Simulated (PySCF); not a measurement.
Compound: C6H7FSi.
Atom-mapped SMILES: `[F:1][C:2]1=[CH:3][SiH2:4][CH:5]=[CH:6][CH:7]=[CH:8]1`

Geometry (GFN2-xTB, Å), atoms numbered from 1 in this order:
```xyz
15
C6H7FSi angstrom
F     -0.7920    2.8584   -0.5602
C     -0.5317    1.5687   -0.1862
C     -1.5347    0.6916   -0.2513
Si    -1.3883   -1.0719    0.3456
C      0.2549   -1.6641   -0.3361
C      1.4014   -0.9760   -0.2745
C      1.6290    0.3447    0.2545
C      0.8228    1.4223    0.2774
H     -2.4713    1.0554   -0.6503
H     -2.4859   -1.8705   -0.2089
H     -1.4090   -1.1342    1.8152
H      0.2914   -2.6389   -0.8065
H      2.3105   -1.4454   -0.6418
H      2.6462    0.5061    0.5943
H      1.2523    2.3619    0.6068
```

Probes without a nucleus sit at each ring's centroid and 1 Å off its mean plane on both sides; NICS is minus the shielding there, NICSzz its component along the normal. Level: GIAO PBE0/pcSseg-1 (PySCF, non-relativistic, gas phase) on the GFN2-xTB geometry, one conformer.

Ring bond lengths (Å), with Mayer bond orders in brackets: C2–C3 1.334 (1.82), C3–Si4 1.868 (0.88), Si4–C5 1.875 (0.89), C5–C6 1.339 (1.85), C6–C7 1.441 (1.16), C7–C8 1.346 (1.76), C8–C2 1.439 (1.13).

Question: Give the NICS values of each ring in ppm.

Answer: 
```tsv
ring	type	NICS(0)	NICS(1), two faces	NICS(1)zz, two faces	rms pucker (Å)	centre to ring atoms, mean (Å)
C2–C3–Si4–C5–C6–C7–C8	7-membered ring with Si; formal bonds all aromatic	-1.4	-3.7 / -2.7	-3.9 / -1.9	0.27	1.70
```

Question: What do they say, and how far can they be read as aromaticity?

Answer: 
- C2–C3–Si4–C5–C6–C7–C8: mean NICS(1)zz -2.9 ppm, near zero. Si4 has four or more neighbours, and the NICS criterion for π rings isn't applied.

Question: At the second NICS(1) probe listed for ring C2–C3–Si4–C5–C6–C7–C8, 1 Å off the ring, what do the in-plane components average?

Answer: The isotropic value is a third of the trace: (3 × -2.7 − (-1.9))/2 = -3.1 ppm.

Question: Give the inner angles of the rings and the Hirshfeld charges of the ring atoms.

Answer: 
- C2–C3–Si4–C5–C6–C7–C8: C2 131.0° (+0.092 e), C3 123.1° (-0.169 e), Si4 104.5° (+0.332 e), C5 124.9° (-0.132 e), C6 128.6° (-0.039 e), C7 130.2° (-0.031 e), C8 129.8° (-0.053 e); sum 872.1° against 900° for a flat convex ring.

Hardware: one thread of an Arm Neoverse N1 (shared host). Cost: 46 s, 0.81 GiB resident at most. This is the whole shielding run at PBE0/pcSseg-1, SCF included.
